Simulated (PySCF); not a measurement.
Species: C5H5NO2.
Geometry (GFN2-xTB, Å), atoms numbered from 1 in this order:
```xyz
13
C5H5NO2 angstrom
C     -2.5692   -0.5043    0.7004
C     -1.6614   -0.1884   -0.2019
O     -0.3701    0.1216    0.1752
C      0.5179    0.4395   -0.7719
O      0.2901    0.5114   -1.9454
C      1.8827    0.6938   -0.1383
C      2.4542   -0.5709    0.2535
N      2.8953   -1.5786    0.5594
H     -2.3320   -0.5315    1.7491
H     -3.5721   -0.7449    0.4037
H     -1.8409   -0.1448   -1.2682
H      2.5345    1.1793   -0.8675
H      1.7668    1.3184    0.7504
```

Level of theory: PBE0/def2-SVPD in PySCF (dipole) on a GFN2-xTB geometry, gas phase.

Masses are those of the commonest isotopes; rigid-rotor values at the optimised geometry. The values belong to one conformer with, in the numbering `[CH2:1]=[CH:2][O:3][C:4](=[O:5])[CH2:6][C:7]#[N:8]`, C1–C2–O3–C4 180°, C2–O3–C4–O5 2°, O3–C4–C6–C7 74°.

Problem. What are A, B and C (MHz)?

Solution. Ia = 136.97, Ib = 392.43, Ic = 480.85 u·Å²; 505379 MHz·u·Å²/I gives A = 3690, B = 1288, C = 1051 MHz.

Problem. Classify the top.

Solution. An asymmetric top: κ = (2 × 1288 − 3690 − 1051)/(3690 − 1051) = -0.82.

Problem. What does the inertial defect say?

Solution. Not planar: Δ = Ic − Ia − Ib = -48.55 u·Å². For a rigid frame Δ = −2 Σ m c², so Σ m c² = 24.27 u·Å² lies off the ab plane: 5.11 from hydrogen and 19.16 from heavier atoms. The atom farthest from that plane is 1.80 Å away.

Problem. Where do the levels up to J = 2 lie, in K?

Solution. Above 0(0,0), as E/k:
J = 1: 1(0,1) 0.112, 1(1,1) 0.228, 1(1,0) 0.239
J = 2: 2(0,2) 0.336, 2(1,2) 0.441, 2(1,1) 0.475, 2(2,1) 0.821, 2(2,0) 0.821

Problem. Which lines would a microwave search look for?

Solution. The dipole components are |μa| = 2.14 D, |μb| = 0.89 D, |μc| = 2.70 D. The squared components, which scale the intensities, stand as 0.63 : 0.11 : 1.00 (a : b : c). Some of the stronger lines:

| type | branch | J(Ka,Kc) | MHz | lower level (cm⁻¹) |
| --- | --- | --- | --- | --- |
| a | Q | 2(1,1) ← 2(1,2) | 710 | 0.306 |
| c | Q | 2(1,2) ← 2(0,2) | 2182 | 0.233 |
| b | R | 2(0,2) ← 1(1,1) | 2259 | 0.158 |
| a | R | 1(0,1) ← 0(0,0) | 2339 | 0.000 |
| c | Q | 1(1,1) ← 1(0,1) | 2402 | 0.078 |
| b | Q | 1(1,0) ← 1(0,1) | 2639 | 0.078 |
| b | Q | 2(1,1) ← 2(0,2) | 2892 | 0.233 |
| a | R | 2(0,2) ← 1(0,1) | 4661 | 0.078 |
| b | R | 1(1,1) ← 0(0,0) | 4741 | 0.000 |
| a | R | 2(1,1) ← 1(1,0) | 4914 | 0.166 |
| c | R | 1(1,0) ← 0(0,0) | 4978 | 0.000 |
| b | R | 2(1,2) ← 1(0,1) | 6843 | 0.078 |
| c | Q | 2(2,1) ← 2(1,1) | 7206 | 0.330 |
| b | Q | 2(2,0) ← 2(1,1) | 7222 | 0.330 |
| b | R | 2(2,1) ← 1(1,0) | 12120 | 0.166 |
| c | R | 2(2,1) ← 1(1,1) | 12357 | 0.158 |
| b | R | 2(2,0) ← 1(1,1) | 12374 | 0.158 |

Problem. Estimate the classical rotational partition function at 50 K, 100 K and 200 K.

Solution. Point group C1, symmetry number σ = 1; q = (√π/σ)·√((kT/h)³/(ABC)), k/h = 20836.6 MHz/K: 26700 at 50 K, 75400 at 100 K, 213000 at 200 K.

Not checked by GFN2-xTB frequencies. Constants of a rigid frame at the computed geometry: no zero-point averaging, no centrifugal distortion. Quadrupole hyperfine structure (14N) is left out.
